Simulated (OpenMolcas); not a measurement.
Ni2+ (d8) among equal point charges was computed by CASSCF with the d shell active (OpenMolcas, ANO-RCC-VDZP on the metal). Its lowest spin-free states, and all those of the highest spin:

```csv
2S+1,Degeneracy,E (cm-1)
3,3,0.0
3,3,819.0
3,1,1833
1,3,16307
1,2,16752
3,3,19966
1,3,25229
1,2,25681
1,3,25716
1,1,25889
1,1,62031
```

Q: Is the site octahedral, tetrahedral or cube-like, axial, or of lower symmetry?

A: The states with 2S+1 = 3 have orbital degeneracies 3, 3, 1, 3. Threefold states need a cubic site. For d8 at this spin an octahedron puts the single A2 below the threefold T2 and a tetrahedron or cube puts the threefold T1 below the threefold T2, so the site is a tetrahedron or a cube, which this pattern cannot tell apart. The run had Ni2+ among 4 point charges of -1 e arranged as a tetrahedron (Td), 1.93 Å from the ion.

An orbital triplet at a regular site is open to Jahn-Teller coupling, which can distort the site and quench the lowest spin-orbit gaps and is left out. Without dynamic correlation the repulsion within the d shell is too large (B by tens of per cent), so at a given field states of lower spin stand too high. The ground term spreads over less than 5000 cm-1, several times less than with real ligands, so orbital moments are less quenched and χT lies further from the spin-only value than at real sites. Point charges carry no covalency, so the field is a model and not that of real ligands. No measured value stands beside these numbers.
